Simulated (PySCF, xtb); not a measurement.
Mg(NMe2)(SH) (C2H7MgNS), SMILES [Mg]([SH])[N](C)C.

GFN2-xTB run with xtb at its own geometry gives an orbital gap of 1.42 eV and a dipole moment of 2.97 D.

Coordinates come from a TPSSh-D3(BJ)/def2-SVP optimisation. The structure was generated by enumeration; whether it is a known compound was not checked. One conformer was computed; it need not be the lowest.

Task: What does PySCF with CAM-B3LYP/def2-TZVP give? (The exact figures need the calculation; the answer reports its results.)

Result: gap 6.55 eV (levels -7.01 and -0.45 eV), dipole 1.49 D.
